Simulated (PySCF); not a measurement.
Si(H)(F)(OH)(NMe2) (C2H8FNOSi), SMILES N([SiH](O)F)(C)C.

Geometry: PBE0-D3(BJ)/def2-SVP. Other conformers were not sampled.

These are SMD-M06-2X/def2-SVP in PySCF values and carry that method's errors.

Solvation free energies are E(SMD) − E(gas) at the gas-phase geometry, for 1 M in both phases. In vacuum the dipole moment is 2.43 D.

### Question
Rank water, ethylethanoate, acetonitrile by solvation free energy, most negative first.

### Answer
acetonitrile (-5.0 kcal/mol), ethylethanoate (-4.4 kcal/mol), water (-3.1 kcal/mol)
